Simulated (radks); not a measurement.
Results of a calculation; reference values are marked as such.
Problem. Ionisation of N+, [He] 2s2 2p2, to N2+, [He] 2s2 2p1, under several functionals. Non-relativistic Kohn-Sham, spin-unpolarised, spherical densities, point nucleus; a radial shooting solver on a logarithmic mesh with Libxc functionals. The NIST Atomic Spectra Database gives 29.601 eV (semi-empirical). Rank these functionals by the error of their Delta-SCF ionisation energy: exchange-only PBE; exchange-only r2SCAN; exchange-only B88; Wu-Cohen GGA; LDA (Slater exchange, Perdew-Zunger correlation); TASK exchange with Perdew-Wang LDA correlation; BLYP; SCAN.

Solution. From best to worst: LDA (Slater exchange, Perdew-Zunger correlation) 28.975 eV (-0.626); BLYP 28.878 eV (-0.723); Wu-Cohen GGA 28.823 eV (-0.778); SCAN 28.723 eV (-0.878); TASK exchange with Perdew-Wang LDA correlation 28.630 eV (-0.972); exchange-only B88 27.927 eV (-1.674); exchange-only PBE 27.926 eV (-1.675); exchange-only r2SCAN 27.690 eV (-1.911). Spin polarisation and multiplet splitting are left out, so open shells lie too high by an amount that depends on their filling.

Beside tabulated values, note that spin-unpolarised runs miss the spin-polarisation part of the exchange energy of open shells.
